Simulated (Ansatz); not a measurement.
Te2Pd, relaxed as a singlet with RKS r2SCAN-D4/def2-TZVP in Ansatz, starting from the GFN1-xTB geometry. Force threshold 0.02 eV/Å.

In the def2 sets Pd, Te take a core potential; there is no spin–orbit coupling. The restricted singlet is unstable towards broken spin symmetry in Hartree–Fock (as tested in another run); at r2SCAN-D4/def2-TZVP this wasn't settled. An occupied level of the charge 0 singlet lies above an empty one (by up to 0.02 eV), so this SCF solution is probably not the lowest. The relaxation made no stability test and no search for a lower SCF solution. No other spin state of charge 0 was run. Another isomer (triplet) lies 1.10 eV lower at PBE0-D4/def2-TZVP; other spin states weren't run for this one.

Start:

```xyz
3

Pd    1.6857    0.7048   -0.9943
Te   -2.0145    0.2301    0.6258
Te    0.3288   -0.9349    0.3684
```

Task: Estimate the energy that the relaxation releases and the steps that it takes.

Result: 2.4 kcal/mol, in 4 steps; 9.5 s on 4 threads of Arm Neoverse V1 on a shared host. No frequencies were taken in this run, so the end may be a saddle point.

Task: Does the start keep its bonding and symmetry?

Result: By distances, no bond broke or formed. The bond that changes most is Pd1–Te3, from 2.53 to 2.40 Å (atoms count from 1). Point group Cs at the start, Cs at the end, both within 0.05 Å.

Task: Predict the relaxed structure.

Result: 
```tsv
atom	x (Å)	y (Å)	z (Å)
Pd1	1.698	0.647	-0.968
Te2	-2.029	0.196	0.649
Te3	0.331	-0.843	0.319
```
Bond lengths: 1 × Pd–Te 2.40 Å; 1 × Te–Te 2.60 Å.
